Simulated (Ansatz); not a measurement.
Species: sum formula H₃BPO₂, charge -1, multiplicity 1. It need not be the lowest isomer of its formula. Whether it binds its extra electron was not tested at this geometry. SMILES: [O-]B(O)P
Geometry from a B3LYP-D3(BJ)/def2-TZVP (Ansatz, a program for electronic structure) optimisation:
```xyz
7

O     -1.1360     0.3408    -1.2969
B     -0.5868    -0.0459    -0.2096
O     -1.2130    -0.7008     0.9002
P      1.3489     0.3211     0.2482
H     -2.1424    -0.7735     0.6455
H      1.7268    -0.9075     0.8620
H      1.9086    -0.0266    -1.0092
```
Charge -1, spin multiplicity 1.

Parts of the frozen-core correlation energy in cc-pV(Q+d)Z (Ansatz, hartree). Frozen orbitals: 8; correlated occupied orbitals by spin: 12 and 12; virtual: 299 and 299. Spin-orbit coupling is left out. Non-relativistic.

```csv
term,value
reference (HF),-517.11192
MP2 opposite-spin,…
MP2 same-spin,…
CCSD correlation,…
(T),-0.03703
T1 diagnostic,0.016
largest doubles amplitude,0.029
```

**Question.** Some entries are withheld; supply them.

**Answer.** 
- MP2 opposite-spin, value: -0.61558
- MP2 same-spin, value: -0.19452
- CCSD correlation, value: -0.82332
